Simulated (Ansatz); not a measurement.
`[AlH2][BH]O[SiH3]` + `CCN` → `CC[NH][AlH2]` + `BO[SiH3]` at 700 K and 1 bar (cleavage of the Al–B bond).

Calculated with Ansatz (gas phase, PBE0-D4/def2-TZVP geometries, no zero-point term in ΔE). CCSD(T)/CBS adds triple-zeta CCSD(T) − MP2 to the extrapolated MP2 energy (def2 sets, frozen cores). One conformer a species, not always the lowest.

| species | CCSD(T)/CBS energy (Eh) | H − E (kJ/mol) | S (J/(mol·K)) |
| --- | --- | --- | --- |
| `[AlH2][BH]O[SiH3]` | -634.69802 | 225.8 | 479.6 |
| `CCN` | -135.01652 | 298.7 | 354.6 |
| `CC[NH][AlH2]` | -377.65408 | 329.5 | 441.1 |
| `BO[SiH3]` | -392.11480 | 190.5 | 377.2 |

H − E and S are ideal-gas, rigid-rotor, harmonic terms from PBE0-D4/def2-TZVP, for one conformer and one mirror image of each species. 1 Eh = 2625.50 kJ/mol, R = 8.31446 J/(mol·K).

Task: By hand: ΔE, ΔH, ΔS and ΔG.

Result: ΔE = (-377.65408) + (-392.11480) − (-634.69802) − (-135.01652) = -0.05434 Eh = -142.7 kJ/mol. Δ(H − E) = 329.5 + 190.5 − 225.8 − 298.7 = -4.5, so ΔH = -147.2 kJ/mol. ΔS = 441.1 + 377.2 − 479.6 − 354.6 = -15.9 J/(mol·K). ΔG = -147.2 − 700 × (-15.9)/1000 = -136.1 kJ/mol.

Task: By hand: the equilibrium constant, and the temperature at which ΔG would vanish if ΔH and ΔS stayed fixed.

Result: log₁₀ K = −ΔG/(RT ln 10) = 10.2. ΔG = 0 at ΔH/ΔS = 9258 K, far beyond where these terms or the molecules hold.

ΔH outweighs TΔS. A doubt of 5 kJ/mol in ΔE shifts log₁₀ K by 0.4 here. Other conformers and mirror images would add mixing entropy, several J/(mol·K) or more a flexible species. These are equilibria of isolated gas molecules and say nothing of rates. Largest T1 diagnostic: 0.013 (customary marks: 0.02 for closed shells, 0.045 for open ones).
